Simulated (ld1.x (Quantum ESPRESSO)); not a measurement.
u(r) = r·R(r): atom against pseudo-atom (Rh)

Columns: radius, all-electron u(r) and pseudo u(r) of the 4d shell (level -7.81 eV) of rhodium in the configuration [Kr] 4d8 5s0 5p1; LDA (PZ), scalar-relativistic, ultrasoft scheme, ld1.x (Quantum ESPRESSO) 7.5.

| r (bohr) | all-electron | pseudo |
| --- | --- | --- |
| 0.205 | 0.4036 | -0.0061 |
| 0.410 | 0.1388 | -0.0451 |
| 0.615 | -0.3660 | -0.1347 |
| 0.820 | -0.6932 | -0.2691 |
| 1.025 | -0.8257 | -0.4209 |
| 1.230 | -0.8363 | -0.5531 |
| 1.435 | -0.7862 | -0.6346 |
| 1.640 | -0.7113 | -0.6529 |
| 1.845 | -0.6301 | -0.6169 |
| 2.050 | -0.5514 | -0.5507 |
| 2.255 | -0.4791 | -0.4791 |
| 2.460 | -0.4143 | -0.4143 |
| 2.665 | -0.3573 | -0.3573 |
| 2.870 | -0.3075 | -0.3075 |
| 3.075 | -0.2644 | -0.2644 |
| 3.280 | -0.2272 | -0.2272 |
| 3.485 | -0.1952 | -0.1952 |
| 3.690 | -0.1676 | -0.1676 |
| 3.895 | -0.1439 | -0.1439 |
| 4.100 | -0.1236 | -0.1236 |
| 4.305 | -0.1061 | -0.1061 |
| 4.510 | -0.0911 | -0.0911 |
| 4.715 | -0.0783 | -0.0783 |
| 4.920 | -0.0672 | -0.0672 |
| 5.125 | -0.0577 | -0.0577 |
| 5.330 | -0.0496 | -0.0496 |

(1) How many radial nodes do the two functions have?

(2) At about which radius was the pseudo-wave matched?

(3) Where does each function peak?

(4) Is the pseudo-wave norm-conserving?

Answers

(1) The all-electron 4d function has n − l − 1 = 1; the pseudo-wave has 0, since the states of the same l below it are removed with the core.

(2) 2.35 bohr, where the columns begin to agree (steps of 0.20 bohr).

(3) Outermost all-electron maximum near 1.23 bohr, pseudo maximum near 1.64 bohr (to the table’s step).

(4) No, it belongs to an ultrasoft set: the norm inside the radius is not constrained, and the difference is carried by the augmentation charge.
